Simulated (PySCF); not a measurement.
Correlation energy of As²⁺ (arsenic, charge +2)

[Ar] 3d10 4s2 4p1, 2P determinant. Computed with PySCF 2.14 in cc-pVTZ-DK (6s5p3d1f, 43 functions), with scalar relativity by spin-free X2C-1e. Frozen: [Ar] 3d10; 3 electrons correlated.

MP2 pair energies summed by pair of shells (mhartree):

| pair | energy | share (%) |
| --- | --- | --- |
| 4s-4s | -22.16 | 55.5 |
| 4s-4p | -17.74 | 44.5 |

Total MP2 correlation energy: -39.90 mhartree.

Same-spin part -2.63 and opposite-spin part -37.26 mhartree; SCS-MP2 scales them by 1/3 and 6/5 to -45.59 mhartree.

```csv
level,correlation energy (mhartree)
CCSD,-54.02
(T),-0.71
CCSD(T),-54.73
```

Diagnostics: T1 = 0.0085, D1 = 0.0197, largest double amplitude 0.096.

Question: Is a single reference adequate?

Answer: Mostly. T1 lies below 0.03, but a double amplitude of this size points to a near-degeneracy that CCSD handles and MP2 describes poorly.
